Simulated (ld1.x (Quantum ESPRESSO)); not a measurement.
## Ag (Z = 47): one change to a TM potential, before and after

ld1.x (Quantum ESPRESSO) 7.5 input, shortened:

```
&input
   title='Ag', zed=47., rel=1, dft='PBE', iswitch=3,
   config='[Kr] 4d10 5s0.75 5p0'
 /
 &inputp
   pseudotype=2, tm=.true., lloc=0,
   nlcc=.true., rcore=1.25
 /
3
4P  2  1   6.00   0.00  1.45  1.45  0.0
4D  3  2  10.00   0.00  1.95  1.95  0.0
5S  1  0   0.75   0.00  2.50  2.50  0.0
 &test
   configts(1)='4p6 4d10 5s0.75 5p0'
 /
```

Change: wave 4p (bound): rc 1.45 bohr becomes 4p (bound): rc 1.18 bohr.

Cutoffs: the cutoffs (Ry, on a coarse ladder) from which the occupation-weighted sum of valence levels, in a spherical-Bessel basis at the reference potential, stays within 10 and 1 mRy of its value at 400 Ry; they do not see the model core or the augmentation charge, which bear on the density cutoff. Errors are all-electron minus pseudo energies relative to the spin-unpolarised reference configuration.

Q: Predict the effect on cutoff, ghosts and configuration errors.

A: The potential gets harder (70 Ry and 100 Ry → 120 Ry and 160 Ry); the errors of the 7 common tests hardly move; neither file shows a bound ghost at the reference potential, the only one tested. A smaller radius makes the pseudo-wave follow the all-electron one further in, where it bends more sharply, so more plane waves are needed.

```csv
quantity,base,changed
"cutoff, loose",70 Ry,120 Ry
"cutoff, tight",100 Ry,160 Ry
loose cutoff by channel (10 mRy a level),"p 35 Ry, d 45 Ry, s 6 Ry","p 70 Ry, d 45 Ry, s 6 Ry"
bound ghosts,none,none
"error for 4p6 4d10 5s1 5p0, meV [ΔE -1.30 eV]",0.0,-0.1
"error for 4p6 4d10 5s0 5p0, meV [ΔE 6.46 eV]",-6.5,-6.5
"error for 4p6 4d9 5s0 5p0, meV [ΔE 28.57 eV]",-93,-93
"error for 4p6 4d9 5s1 5p0, meV [ΔE 11.85 eV]",-79,-79
"error for 4p6 4d10 5s0.5 5p0, meV [ΔE 1.72 eV]",-0.8,-0.8
"error for 4p6 4d7 5s0 5p0, meV [ΔE 116.48 eV]",-1022,-1029
"error for 4p5 4d10 5s1 5p0, meV [ΔE 63.94 eV]",-401,-367
s: phases at 2.70 bohr within 0.05 rad from the reference energy up to (Ry; the scan ends near 5),2.5,2.5
p: phases at 2.70 bohr within 0.05 rad from the reference energy up to (Ry; the scan ends near 5),-0.9,-0.9
d: phases at 2.70 bohr within 0.05 rad from the reference energy up to (Ry; the scan ends near 5),0.8,0.8
```

Base: These tests converged, but a pseudo level misses the all-electron one widely, so the file describes the atom poorly there or has found another state: 4p6 4d7 5s0 5p0: empty 5p by 3.9 eV. Changed file: These tests converged, but a pseudo level misses the all-electron one widely, so the file describes the atom poorly there or has found another state: 4p6 4d7 5s0 5p0: empty 5p by 3.9 eV.
